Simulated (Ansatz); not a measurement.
Steps of a relaxation of ClH8NSi3, SMILES `[SiH3]N([SiH3])[SiH2]Cl` with RKS PBE0-D4/def2-TZVP.

```sh
$ ansatz run in.yaml --threads 4 --pin off --events-out ev --progress --plain --max-ram 10444MiB
```

```yaml
crystal:
  periodic: [false, false, false]
  atoms:
    - {symbol: Si, position_ang: [-1.554665, -0.731429, 0.408270]}
    - {symbol: N, position_ang: [-0.001210, -0.040188, -0.102872]}
    - {symbol: Si, position_ang: [1.482720, -0.979610, 0.156160]}
    - {symbol: Si, position_ang: [0.088159, 1.601375, -0.693605]}
    - {symbol: Cl, position_ang: [-0.084416, 2.980262, 0.865753]}
    - {symbol: H, position_ang: [-2.640369, 0.196078, -0.061914]}
    - {symbol: H, position_ang: [-1.632341, -0.881053, 1.903451]}
    - {symbol: H, position_ang: [-1.740831, -2.090498, -0.212755]}
    - {symbol: H, position_ang: [1.939543, -1.660166, -1.106287]}
    - {symbol: H, position_ang: [2.582030, -0.078623, 0.645631]}
    - {symbol: H, position_ang: [1.183298, -2.030448, 1.190650]}
    - {symbol: H, position_ang: [1.430745, 1.797673, -1.331368]}
    - {symbol: H, position_ang: [-1.032264, 1.881827, -1.646414]}
basis:
  gaussian: {orbitals: def2-TZVP}
hamiltonian: {xc: pbe0, dispersion: d4}
relax: {f_tol: 0.005, max_steps: 150}
```

Positions (Å) and forces (eV/Å) along the path, 11 of 16 steps:

```xyz
13
step=1 energy=-37765.0591 eV
Si   -1.555   -0.731    0.408    0.354    0.157   -0.129
N    -0.001   -0.040   -0.103   -0.001    0.067    0.061
Si    1.483   -0.980    0.156   -0.351    0.230   -0.036
Si    0.088    1.601   -0.694   -0.021   -0.444    0.273
Cl   -0.084    2.980    0.866    0.042   -0.340   -0.415
H    -2.640    0.196   -0.062    0.251   -0.192    0.101
H    -1.632   -0.881    1.903    0.044    0.047   -0.347
H    -1.741   -2.090   -0.213    0.068    0.315    0.136
H     1.940   -1.660   -1.106   -0.125    0.170    0.273
H     2.582   -0.079    0.646   -0.258   -0.185   -0.116
H     1.183   -2.030    1.191    0.047    0.229   -0.231
H     1.431    1.798   -1.331   -0.298   -0.015    0.174
H    -1.032    1.882   -1.646    0.247   -0.037    0.255
13
step=2 energy=-37765.1244 eV
Si   -1.541   -0.727    0.404    0.301    0.127   -0.106
N    -0.002   -0.045   -0.103    0.005    0.057    0.019
Si    1.468   -0.973    0.159   -0.285    0.180   -0.069
Si    0.089    1.580   -0.692   -0.028   -0.328    0.155
Cl   -0.083    2.948    0.840    0.006   -0.018   -0.018
H    -2.613    0.196   -0.061    0.045   -0.055    0.028
H    -1.608   -0.871    1.885   -0.001    0.007   -0.078
H    -1.717   -2.073   -0.211   -0.003    0.069    0.038
H     1.914   -1.640   -1.097   -0.013    0.030    0.069
H     2.552   -0.075    0.641   -0.052   -0.055   -0.016
H     1.165   -2.015    1.180    0.026    0.048   -0.050
H     1.423    1.788   -1.310   -0.079   -0.027    0.007
H    -1.028    1.872   -1.621    0.079   -0.036    0.021
13
step=3 energy=-37765.1353 eV
Si   -1.529   -0.721    0.400    0.030    0.007   -0.002
N    -0.003   -0.042   -0.101   -0.009   -0.011    0.029
Si    1.455   -0.963    0.154   -0.026    0.017    0.000
Si    0.088    1.570   -0.679    0.008   -0.025   -0.036
Cl   -0.081    2.939    0.849   -0.003    0.001   -0.006
H    -2.601    0.195   -0.062   -0.016    0.009   -0.005
H    -1.598   -0.864    1.876   -0.005   -0.004    0.018
H    -1.708   -2.063   -0.210   -0.002   -0.016   -0.008
H     1.904   -1.629   -1.095    0.006   -0.004   -0.015
H     2.537   -0.072    0.640    0.015    0.008    0.006
H     1.158   -2.004    1.172   -0.001   -0.019    0.008
H     1.412    1.769   -1.309    0.024    0.015    0.007
H    -1.016    1.851   -1.621   -0.020    0.021    0.005
13
step=4 energy=-37765.1356 eV
Si   -1.528   -0.721    0.402    0.001   -0.001    0.004
N    -0.003   -0.041   -0.097   -0.007    0.000    0.000
Si    1.455   -0.963    0.155    0.002    0.002    0.003
Si    0.089    1.569   -0.683    0.002   -0.001   -0.002
Cl   -0.082    2.940    0.844   -0.001    0.010    0.005
H    -2.603    0.194   -0.061   -0.002    0.000    0.000
H    -1.599   -0.865    1.878   -0.001   -0.001    0.002
H    -1.707   -2.064   -0.210    0.002   -0.002   -0.001
H     1.904   -1.627   -1.096    0.000    0.003   -0.004
H     2.538   -0.073    0.642    0.002   -0.001    0.003
H     1.159   -2.008    1.171   -0.001   -0.004   -0.002
H     1.416    1.771   -1.307   -0.001   -0.003   -0.002
H    -1.018    1.855   -1.620    0.004   -0.002   -0.004
13
step=6 energy=-37765.1360 eV rejected
Si   -1.528   -0.714    0.438   -0.006   -0.002   -0.009
N    -0.009   -0.035   -0.078    0.020   -0.005   -0.001
Si    1.453   -0.959    0.149    0.040   -0.052    0.014
Si    0.089    1.560   -0.701   -0.008    0.005    0.009
Cl   -0.096    2.975    0.784    0.001   -0.021   -0.017
H    -2.607    0.195   -0.026    0.002    0.001    0.002
H    -1.592   -0.846    1.916    0.004    0.000    0.003
H    -1.707   -2.062   -0.162   -0.003    0.007    0.003
H     1.965   -1.489   -1.148   -0.024    0.032    0.087
H     2.508   -0.113    0.773   -0.051   -0.051   -0.035
H     1.121   -2.104    1.046    0.026    0.077   -0.062
H     1.427    1.735   -1.313    0.002    0.007    0.002
H    -1.001    1.825   -1.664   -0.003    0.002    0.003
13
step=7 energy=-37765.1366 eV
Si   -1.528   -0.717    0.424    0.000    0.001    0.000
N    -0.006   -0.038   -0.086    0.008   -0.002    0.001
Si    1.453   -0.961    0.152    0.013   -0.013    0.002
Si    0.089    1.563   -0.696   -0.003   -0.001    0.001
Cl   -0.092    2.960    0.807   -0.001   -0.002   -0.003
H    -2.605    0.196   -0.036    0.000    0.001    0.001
H    -1.592   -0.855    1.902    0.001    0.000    0.000
H    -1.710   -2.061   -0.182   -0.002    0.001    0.000
H     1.943   -1.542   -1.127   -0.005    0.009    0.017
H     2.519   -0.098    0.724   -0.014   -0.011   -0.005
H     1.135   -2.067    1.093    0.003    0.016   -0.014
H     1.423    1.750   -1.311    0.000    0.001    0.000
H    -1.008    1.836   -1.649    0.000    0.000    0.001
13
step=10 energy=-37765.1371 eV
Si   -1.526   -0.711    0.438    0.000   -0.001    0.000
N    -0.005   -0.041   -0.088   -0.001    0.002    0.000
Si    1.456   -0.961    0.151    0.001   -0.001   -0.001
Si    0.086    1.556   -0.708    0.002    0.000   -0.002
Cl   -0.111    2.963    0.782   -0.001    0.001    0.001
H    -2.600    0.214   -0.006    0.000    0.001    0.001
H    -1.573   -0.855    1.915    0.000   -0.001    0.000
H    -1.728   -2.051   -0.172   -0.001    0.002    0.000
H     1.980   -1.489   -1.135    0.001    0.000    0.000
H     2.502   -0.118    0.782    0.000    0.000    0.002
H     1.119   -2.102    1.042    0.000   -0.001    0.000
H     1.424    1.742   -1.316   -0.001    0.000    0.000
H    -1.004    1.818   -1.672   -0.001   -0.001   -0.001
13
step=12 energy=-37765.1372 eV
Si   -1.522   -0.701    0.457   -0.005    0.000    0.001
N    -0.003   -0.045   -0.089   -0.005    0.000    0.000
Si    1.459   -0.962    0.152    0.022   -0.012    0.005
Si    0.083    1.545   -0.728   -0.009    0.001    0.001
Cl   -0.147    2.967    0.743    0.007    0.000   -0.003
H    -2.590    0.248    0.049    0.006   -0.007    0.002
H    -1.541   -0.865    1.933    0.000    0.000   -0.006
H    -1.761   -2.029   -0.167    0.001    0.005    0.003
H     2.032   -1.417   -1.142   -0.010    0.007    0.019
H     2.479   -0.147    0.862   -0.017   -0.014   -0.011
H     1.102   -2.151    0.973    0.005    0.019   -0.012
H     1.427    1.733   -1.322   -0.002    0.002    0.004
H    -0.998    1.789   -1.707    0.006   -0.002   -0.002
13
step=13 energy=-37765.1373 eV
Si   -1.523   -0.703    0.455    0.000   -0.002    0.000
N    -0.004   -0.044   -0.088   -0.010    0.006    0.002
Si    1.458   -0.962    0.152    0.010   -0.004    0.003
Si    0.082    1.547   -0.725    0.010    0.002   -0.003
Cl   -0.140    2.968    0.747   -0.004   -0.003   -0.001
H    -2.592    0.243    0.043    0.002   -0.002    0.001
H    -1.545   -0.866    1.931    0.000    0.000   -0.002
H    -1.757   -2.032   -0.168    0.001    0.002    0.001
H     2.024   -1.426   -1.142   -0.003    0.002    0.008
H     2.482   -0.143    0.852   -0.005   -0.005   -0.005
H     1.104   -2.144    0.982    0.002    0.006   -0.005
H     1.427    1.735   -1.319    0.000   -0.004   -0.001
H    -0.997    1.792   -1.705   -0.002    0.000    0.004
13
step=15 energy=-37765.1373 eV
Si   -1.523   -0.703    0.455    0.002    0.000    0.000
N    -0.004   -0.043   -0.087   -0.005    0.001    0.000
Si    1.458   -0.962    0.152    0.003   -0.001    0.000
Si    0.083    1.547   -0.725    0.001   -0.001    0.002
Cl   -0.140    2.969    0.746    0.000    0.000   -0.001
H    -2.592    0.243    0.043    0.000    0.000    0.000
H    -1.545   -0.867    1.931    0.000    0.000    0.000
H    -1.756   -2.032   -0.169    0.000    0.000    0.000
H     2.023   -1.425   -1.141   -0.001    0.001    0.001
H     2.482   -0.144    0.852   -0.001   -0.001    0.000
H     1.104   -2.143    0.982    0.000    0.002   -0.001
H     1.427    1.734   -1.320    0.000    0.000    0.000
H    -0.998    1.792   -1.704    0.000    0.000    0.000
13
step=16 energy=-37765.1373 eV
Si   -1.523   -0.703    0.456    0.001    0.000    0.000
N    -0.004   -0.043   -0.087   -0.003    0.001    0.000
Si    1.458   -0.961    0.153    0.002   -0.001    0.001
Si    0.083    1.546   -0.727    0.001   -0.001    0.000
Cl   -0.141    2.970    0.743    0.000    0.000   -0.001
H    -2.591    0.244    0.048    0.000    0.000    0.000
H    -1.543   -0.869    1.932    0.000    0.000    0.000
H    -1.758   -2.030   -0.169    0.000    0.000    0.000
H     2.026   -1.419   -1.142   -0.001    0.001    0.001
H     2.480   -0.146    0.857   -0.001   -0.001   -0.001
H     1.103   -2.146    0.977    0.000    0.001   -0.001
H     1.427    1.732   -1.320    0.000    0.000    0.000
H    -0.997    1.790   -1.707    0.000    0.000    0.001
```

Hardware: 4 threads of an Intel Xeon Platinum 8488C on a shared host. Wall time 52 s, peak host memory 0.81 GiB.
